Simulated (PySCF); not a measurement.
Li$_{2}$, singlet, at a GFN2-xTB geometry (such geometries of metal compounds can be far from the true shape), with bond 1-2 at 1.3 times its length; SVWN5/def2-SVP run with PySCF.

The PySCF input:
```python
from pyscf import gto, scf, dft

mol = gto.Mole()
mol.atom = '''
    Li    0.000000    0.000000   -1.839292
    Li    0.000000    0.000000    1.149557
'''
mol.basis = 'def2-svp'
mol.charge = 0
mol.spin = 0
mol.verbose = 4
mol.build()

mf = dft.RKS(mol)
mf.xc = 'lda,vwn'
mf.conv_tol_grad = 1e-7
mf.kernel()
mf.analyze()
```

**Question.** Write the output that PySCF gives for this input, abridged.

**Answer.** 
```
PySCF version 2.14.0

[INPUT] verbose = 4
[INPUT] num. atoms = 2
[INPUT] num. electrons = 6
[INPUT] charge = 0
[INPUT] spin (= nelec alpha-beta = 2S) = 0
[INPUT] symmetry False subgroup None
[INPUT] Mole.unit = angstrom
[INPUT] Symbol           X                Y                Z      unit          X                Y                Z       unit  Magmom
[INPUT]  1 Li     0.000000000000   0.000000000000  -1.839292000000 AA    0.000000000000   0.000000000000  -3.475758143104 Bohr   0.0
[INPUT]  2 Li     0.000000000000   0.000000000000   1.149557000000 AA    0.000000000000   0.000000000000   2.172347894577 Bohr   0.0

nuclear repulsion = 1.5934545031482
number of shells = 10
number of NR pGTOs = 32
number of NR cGTOs = 18
basis = def2-svp
ecp = {}

******** <class 'pyscf.dft.rks.RKS'> ********
method = RKS
initial guess = minao
damping factor = 0
level_shift factor = 0
DIIS = <class 'pyscf.scf.diis.CDIIS'>
diis_start_cycle = 1
diis_space = 8
diis_damp = 0
SCF conv_tol = 1e-09
SCF conv_tol_grad = 1e-07
SCF max_cycles = 50
direct_scf = True
direct_scf_tol = 1e-13
XC library pyscf.dft.libxc version 7.1.2
    S. Lehtola, C. Steigemann, M. J. T. Oliveira, and M. A. L. Marques,  SoftwareX 7, 1–5 (2018)
XC functionals = lda,vwn
    P. A. M. Dirac,  Math. Proc. Cambridge Philos. Soc. 26, 376 (1930)
    F. Bloch,  Z. Phys. 57, 545 (1929)
    S. H. Vosko, L. Wilk, and M. Nusair,  Can. J. Phys. 58, 1200 (1980)
radial grids:
    Treutler-Ahlrichs [JCP 102, 346 (1995); DOI:10.1063/1.469408] (M4) radial grids

becke partition: Becke, JCP 88, 2547 (1988); DOI:10.1063/1.454033
pruning grids: <function nwchem_prune>
grids dens level: 3
symmetrized grids: False
atomic radii adjust function: <function treutler_atomic_radii_adjust>
small_rho_cutoff = 0
Initial guess from minao.
tot grids = 27448
init E= -14.678429980813
  HOMO = -0.143282957105345  LUMO = -0.080568639632884  gap/eV = 1.70654
cycle= 1 E= -14.7010530613774  delta_E= -0.0226  |g|= 0.0605  |ddm|= 1.03
  HOMO = -0.0919620033237776  LUMO = -0.0553251555102732  gap/eV = 0.99694
cycle= 2 E= -14.7033280907997  delta_E= -0.00228  |g|= 0.0485  |ddm|= 0.575
  HOMO = -0.115056022167932  LUMO = -0.0686845154260952  gap/eV = 1.26183
cycle= 3 E= -14.7076847119516  delta_E= -0.00436  |g|= 0.00116  |ddm|= 0.271
  HOMO = -0.114953605768754  LUMO = -0.0692037627960704  gap/eV = 1.24492
cycle= 4 E= -14.7076875224934  delta_E= -2.81e-06  |g|= 0.000185  |ddm|= 0.00564
  HOMO = -0.115021105231987  LUMO = -0.0693033230754327  gap/eV = 1.24404
cycle= 5 E= -14.7076875628443  delta_E= -4.04e-08  |g|= 6.1e-06  |ddm|= 0.00172
  HOMO = -0.115021956857149  LUMO = -0.0693015172649628  gap/eV = 1.24412
cycle= 6 E= -14.707687562906  delta_E= -6.18e-11  |g|= 1.89e-07  |ddm|= 2.59e-05
  HOMO = -0.115022117204489  LUMO = -0.0693017137573636  gap/eV = 1.24412
cycle= 7 E= -14.7076875629061  delta_E= -8.53e-14  |g|= 8.74e-09  |ddm|= 1.92e-06
  HOMO = -0.115022104929657  LUMO = -0.0693016989960973  gap/eV = 1.24412
Extra cycle  E= -14.7076875629061  delta_E= 1.42e-14  |g|= 4.22e-09  |ddm|= 8.83e-08
converged SCF energy = -14.7076875629061
**** SCF Summaries ****
Total Energy =                         -14.707687562906116
Nuclear Repulsion Energy =               1.593454503148202
One-electron Energy =                  -22.723068250654030
Two-electron Energy =                    6.421926184599714
Two-electron Coulomb Energy =            9.808535615841008
DFT Exchange-Correlation Energy =       -3.386609431241293
HOMO-LUMO gap [eV] =                     1.244115614849205
**** MO energy ****
MO #1   energy= -1.83120120821309  occ= 2
MO #2   energy= -1.83108556219284  occ= 2
MO #3   energy= -0.115022104929657 occ= 2
MO #4   energy= -0.0693016989960973 occ= 0
MO #5   energy= -0.0286648493070224 occ= 0
MO #6   energy= -0.0286648493070214 occ= 0
MO #7   energy= -0.0283429358155062 occ= 0
MO #8   energy= 0.0263142048193228 occ= 0
MO #9   energy= 0.0263142048193243 occ= 0
MO #10  energy= 0.0345947606767392 occ= 0
MO #11  energy= 0.0445287203581509 occ= 0
 ** Mulliken pop on meta-lowdin orthogonal AOs  **
 ** Mulliken pop  **
pop of  0 Li 1s           1.99903
pop of  0 Li 2s           0.98022
pop of  0 Li 3s           0.00031
pop of  0 Li 2px          0.00000
pop of  0 Li 2py          0.00000
pop of  0 Li 2pz          0.01743
pop of  0 Li 3px          0.00000
pop of  0 Li 3py          0.00000
pop of  0 Li 3pz          0.00301
pop of  1 Li 1s           1.99903
pop of  1 Li 2s           0.98022
pop of  1 Li 3s           0.00031
pop of  1 Li 2px          0.00000
pop of  1 Li 2py          0.00000
pop of  1 Li 2pz          0.01743
pop of  1 Li 3px          0.00000
pop of  1 Li 3py          0.00000
pop of  1 Li 3pz          0.00301
 ** Mulliken atomic charges  **
charge of    0Li =     -0.00000
charge of    1Li =      0.00000
Dipole moment(X, Y, Z, Debye):  0.00000, -0.00000,  0.00000
```
